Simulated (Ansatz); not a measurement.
Cartesian coordinates in Å:
```
C -0.5562 0.1981 1.5185
Si -0.0120 0.5651 -0.2151
C -0.2269 -0.8846 -1.3503
F -0.8918 1.7824 -0.7759
S 1.9860 1.3372 -0.2768
H 0.0593 -0.5906 1.9592
H -0.4674 1.0870 2.1460
H -1.5970 -0.1372 1.5330
H 0.4032 -1.7204 -1.0350
H 0.0511 -0.6180 -2.3717
H -1.2662 -1.2249 -1.3486
H 2.5178 0.2057 0.2166
```

Charge 0, multiplicity 1.

Q: List the ωB97M-V/def2-TZVPP orbital energies in eV (Ansatz). (Estimate.)

A: Computed: Occupied: -2426.57, -1808.03, -677.22, -281.13, -281.13, -220.58, -163.69, -163.61, -163.51, -148.93, -103.11, -103.05, -102.99, -35.78, -23.48, -22.51, -22.21, -17.46, -15.37, -15.19, -14.70, -14.22, -13.97, -13.91, -13.62, -13.23, -11.48, -11.03, -9.58. Lowest empty: 1.94, 2.67, 3.14, 3.36, 3.68, 4.13, 4.20, 4.82.
